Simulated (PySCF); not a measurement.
Molecule: SMILES [NH2][InH][Cl]. Atoms near the plane z = 1.2 Å, at the PBE0/def2-SVP optimised geometry (x, y, z in Å): In1 (0.3, -0.2, 0.0), H2 (2.0, -0.2, 0.0), Cl3 (-0.8, -2.3, 0.2), N4 (-1.0, 1.3, 0.0), H5 (-2.0, 1.1, -0.2).

Computed with PBE0/def2-TZVP, def2 effective core potentials past Kr run with PySCF 2.14.0. The core electrons that the potentials of In replace are not part of the density. The values are rescaled to run from 0 to 1.

```
|3333333333333333333333333333333|
|3333333333333333333333333333333|
|3333333333333333333333333333333|
|3333333333333333333333333333333|
|3333333333333333333444333333333|
|3333333322222333334444433333333|
|3333333222222223334444443333333|
|3333333221111122334444443333333|
|3333333221000112344444444333333|
|3333333211000012344444444333333|
|3333333211000013455554444333333|
|3333333221000124677655444333333|
|3333333321111357999765444333333|
|3333333322223599999975444333333|
|3333333333345999999975444333333|
|3333333333357999999986544333333|
|3333333233458999999986544333333|
|3332222223357999999975443333333|
|3222222222346899999975443333333|
|2222222112235689999764433333333|
|2222221111346666676554433333333|
|2222211112479975444443333333333|
|2222211112599984333333333333333|
|2222211112699974222233333333333|
|2222211112479852112222333333333|
|2222211112345431111222233333333|
|2222221111222211111222223333333|
|2222221111111111111222223333333|
|2222222211111111112222222333333|
|2222222221111111122222222333333|
|2222222222211111222222222333333|
```
Scale: ten equal steps from 0.000 (start of '0') to 1.00 (end of '9'), in the order '0123456789'; x runs from -4.50 to 4.50, y from -4.50 (bottom) to 4.50 (top).

Which quantity is mapped?
(A) electrostatic potential
(B) Laplacian of the electron density
(C) deformation density (molecule minus spherical neutral atoms)
(D) an orbital amplitude

A, electrostatic potential. In full: electrostatic potential (hartree/e), clipped to [-0.08, 0.12].
